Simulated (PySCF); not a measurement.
# Shieldings and the share of exact exchange

Molecule: `BBCBSB`, CH8B4S.

Geometry (Å), atoms numbered from 1 in this order:
```xyz
14

B    -2.678    1.170   -0.108
B    -1.682   -0.117   -0.401
C    -0.738   -0.799    0.658
B     0.703   -0.678    0.087
S     1.878    0.489    0.849
B     3.372    0.290   -0.125
H    -2.300    2.315   -0.244
H    -3.833    1.024    0.233
H    -1.661   -0.568   -1.534
H    -0.862   -0.438    1.688
H    -0.995   -1.874    0.577
H     1.065   -1.307   -0.877
H     3.406   -0.484   -1.046
H     4.318    0.964    0.194
```

GIAO shieldings (ppm, equivalent atoms averaged) in PySCF 2.14.0 with density-fitted response routines on the PBE0-D3(BJ)/def2-SVP geometry, basis pcSseg-1, gas phase, non-relativistic:

| functional | exact exchange (%) | σ(B1) | σ(B2) | σ(B6) | σ(B4) |
| --- | --- | --- | --- | --- | --- |
| BLYP | 0 | -13.1 | -4.6 | 13.8 | 14.3 |
| BP86 | 0 | -10.0 | -0.6 | 17.7 | 19.2 |
| PBE | 0 | -12.8 | -2.5 | 16.1 | 18.1 |
| B3LYP | 20 | -8.7 | -1.5 | 18.0 | 17.9 |
| mPW1PW91 | 25 | -4.7 | 2.6 | 22.3 | 22.9 |
| BHandHLYP | 50 | -1.2 | 4.2 | 25.0 | 24.0 |
| HF | 100 | 16.2 | 18.3 | 39.9 | 37.6 |

Task: Fit each shielding as a line in the percentage of exact exchange.

Result: σ(B1) = -12.6 + 0.27 x (rms 1.6 ppm); σ(B2) = -3.3 + 0.20 x (rms 1.9 ppm); σ(B6) = 15.3 + 0.23 x (rms 1.7 ppm); σ(B4) = 16.5 + 0.20 x (rms 2.1 ppm). The functionals also differ in their semilocal parts, which the line can't hold; Hartree–Fock has no correlation at all.

Task: What does the line predict for PBE0 (25 %), and what does the run give?

Result: σ(B1): -5.8 predicted, -6.3 computed; σ(B2): 1.7 predicted, 1.8 computed; σ(B6): 21.1 predicted, 21.7 computed; σ(B4): 21.5 predicted, 22.6 computed ppm.
